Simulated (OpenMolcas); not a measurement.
## Ir²⁺: effect of the active space

| Property | Result |
| --- | --- |
| Program | OpenMolcas |
| Method | CASSCF |
| Basis | ANO-R1 |
| Scalar Hamiltonian | X2C, finite nucleus |
| Spin-orbit coupling | RASSI with atomic mean-field integrals over the reference wave functions, term energies averaged over their components |

A. 7 electrons in 5 orbitals (5d); 2S+1 = 4 even, 10 roots; 2S+1 = 2 even, 40 roots; cost about 12 core-seconds
B. 7 electrons in 6 orbitals (5d 6s); 2S+1 = 4 even, 69 roots (60 in the spin-orbit step); 2S+1 = 6 even, 6 roots kept (CI in the orbitals of an earlier block); 2S+1 = 2 even, 134 roots kept (CI in the orbitals of an earlier block, 129 in the spin-orbit step); cost of the order of 90 core-seconds

Energies in cm⁻¹ above 5d⁷ ⁴F_9/2.

```
               Level      A      B
          5d⁷ ⁴F_9/2    0.0    0.0
          5d⁷ ⁴F_7/2   7839   8232
   5d⁷ ⁴F_5/2 [66 %]  10235  10117
          5d⁷ ⁴P_5/2  17300  14657
   5d⁷ ²G_9/2 [61 %]  17687  18159
   5d⁷ ⁴P_1/2 [69 %]  20756  19108
         5d⁷ ²H_11/2  23632  24686
          5d⁷ ²G_7/2  24057  23622
5d⁷ ²D_5/2(1) [75 %]  27905  26795
   5d⁷ ²P_1/2 [69 %]  31838  31445
   5d⁷ ²H_9/2 [74 %]  32021  33001
          5d⁷ ²F_5/2  35319  32796
   5d⁷ ²F_7/2 [55 %]  40229  38079
5d⁷ ²D_3/2(2) [66 %]  55057  55035
5d⁷ ²D_5/2(2) [64 %]  58622  56618
```

Between A and B the level of the table that moves most is 5d⁷ ⁴P_5/2, by 2600 cm-1 (lowest in B, highest in A).

Without dynamic correlation excited terms often stand tens of per cent too high (terms of higher spin than the ground term too low), and those without a measured partner can miss by more than the paired ones. Configurations with an s electron lie low in 5d ions of this charge, fall among these levels and mix in, so low-spin terms can stand far too high, up to twice their true height, and weights are not those of the real levels (holds for A). Some high roots are left out of the spin-orbit mixing, which shifts the levels that they would mix with (holds for B). Terms from blocks run as CI alone lack orbitals of their own (holds for B). Only configurations of the active space appear. The table leaves out levels that lie high or whose names do not pair safely across all columns.

A share in square brackets marks a mixed level and gives the weight of the term that names it, the lowest over the columns. A number in round brackets counts repeated terms of one configuration in the order of the reference energies.
